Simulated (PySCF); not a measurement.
Electron correlation in Sr²⁺ (strontium, charge +2)

[Kr], closed-shell 1S. All numbers are calculated (PySCF 2.14, scalar relativity by spin-free X2C-1e, in x2c-QZVPPall (13s8p7d3f2g, 111 functions)). Frozen: [Ar] 3d10; 8 electrons correlated.

MP2 pair energies summed by pair of shells (mhartree):

```json
{"pair": "4p-4p", "energy": "-138.51", "share (%)": "74.9"}
{"pair": "4s-4p", "energy": "-39.12", "share (%)": "21.1"}
{"pair": "4s-4s", "energy": "-7.41", "share (%)": "4.0"}
```

Total MP2 correlation energy: -185.04 mhartree.

Same-spin part -45.30 and opposite-spin part -139.73 mhartree; SCS-MP2 scales them by 1/3 and 6/5 to -182.78 mhartree.

This basis was not built for core-valence correlation, so the inner-shell part is incomplete.
